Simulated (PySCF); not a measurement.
Working with the constants of NaGa

RHF-CCSD(T) constants of NaGa, ¹Σ⁺ (singlet), closed shell (Na 6-31G(d,p), Ga 6-31G(d,p); no relativity (PySCF 2.14); masses 22.9898 and 68.9256 u):

- ωe: 157.1 cm⁻¹
- ωexe: 0.812 cm⁻¹
- Be: 0.099834 cm⁻¹
- αe: 0.000688 cm⁻¹
- De to Na + Ga: 0.70 eV

Task: What force constant and bond length do these constants imply?

Result: Reduced mass μred = 17.240 u; k = 5.8918×10⁻⁷·μred·ωe² (u, cm⁻¹, mdyn/Å) = 0.251 mdyn/Å; Re = √(16.8576/(μred·Be)) (u, cm⁻¹, Å) = 3.130 Å.

Task: Estimate the centrifugal constant D from the Kratzer relation and find the Dunham coefficient a1.

Result: D = 4Be³/ωe² = 1.61e-07 cm⁻¹; a1 = −1 − αeωe/(6Be²) = -2.81.

Correlated steps freeze 10 core orbitals. Correlated levels converge slowly with the basis: in double zeta they bind strong bonds too weakly, by up to about 1 eV, and carry superposition errors of some tenths. Where the molecule has an RHF reference, its open-shell atoms are computed with UHF.
